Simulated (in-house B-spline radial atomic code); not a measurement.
Ar³⁺. Computed with a B-spline radial atomic code. Model: all-electron spherical atom, spin shells full or empty, radial basis limit, no spin-orbit coupling, Breit or QED, empty-state partial waves extrapolated as (l+1/2)^-4, RPA, G0W0 and static COHSEX of the highest shell as one setting changes (uncorrelated shells keep exact exchange).

Empty levels are discrete states of a finite basis, so the steps are uneven.

Given: element Ar; charge 3; filled core Ne; hamiltonian non-relativistic; mean-field start PBE0; highest l of empty states 9; lowest nl shells left uncorrelated 3; highest mean-field shell 3p up; box radius 14.14 bohr.

Shell: 3s 1 1, 3p 3 0 (electrons up and down).

| highest empty level kept (hartree) | RPA correlation energy (hartree) | G0W0 level (eV) | G0W0 minus most complete (meV) | COHSEX level (eV) | linearised minus solved G0W0 (meV) |
| --- | --- | --- | --- | --- | --- |
| 5.33 | -0.19396 | -58.827 | 296.4 | -60.578 | -11.3 |
| 10.67 | -0.2105 | -58.985 | 138.7 | -61.085 | -12 |
| 18.67 | -0.21817 | -59.059 | 64.4 | -61.315 | -12.4 |
| 32 | ? | ? | ? | ? | ? |
| 53.33 | -0.22377 | -59.114 | 9.7 | -61.476 | -12.7 |
| 96 | -0.22445 | -59.12 | 2.9 | -61.498 | -12.7 |
| 160 | -0.2246 | -59.122 | 1.3 | -61.505 | -12.7 |
| 320 | -0.22468 | -59.123 | 0.4 | -61.509 | -12.7 |
| 640 | -0.2247 | -59.123 | 0.1 | -61.509 | -12.7 |
| 1333.3 | ? | ? | ? | ? | ? |
| 3200 | -0.22471 | -59.123 | 0 | -61.51 | -12.7 |
| 10667 | -0.22471 | -59.123 | 0 | -61.51 | -12.7 |

(1) What follows for highest empty level kept = 32?

(2) What follows for highest empty level kept = 1333.3?

Answers

(1) RPA correlation energy -0.22204 hartree; G0W0 level -59.096 eV; G0W0 minus most complete 26.9 meV; COHSEX level -61.428 eV; linearised minus solved G0W0 -12.6 meV.

(2) RPA correlation energy -0.22471 hartree; G0W0 level -59.123 eV; G0W0 minus most complete 0 meV; COHSEX level -61.51 eV; linearised minus solved G0W0 -12.7 meV.
